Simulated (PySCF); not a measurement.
Mn⁺: excitation energy

Mn⁺ [Ar] 3d5 4s1 (7S) → Mn⁺ [Ar] 3d4 4s1 4p1 (high-spin determinant), as a difference of total energies. Calculation: PySCF 2.14, in x2c-TZVPPall with one added diffuse shell each of s, p, d, f type (7s6p5d3f1g, 80 functions); scalar relativity by spin-free X2C-1e. Correlated levels: valence and next inner shell: [Ne] frozen. The calculations carry no spin-orbit coupling.

| method | excitation energy (cm⁻¹) |
| --- | --- |
| UHF | 75171 |
| MP2 (valence and next inner shell) | 84604 |
| SCS-MP2 (valence and next inner shell) | 80906 |
| CCSD (valence and next inner shell) | 82024 |
| CCSD(T) (valence and next inner shell) | 82222 |

The determinant of the upper state mixes LS terms, which raises its energy above the lowest term, most at the Hartree-Fock and MP2 levels.
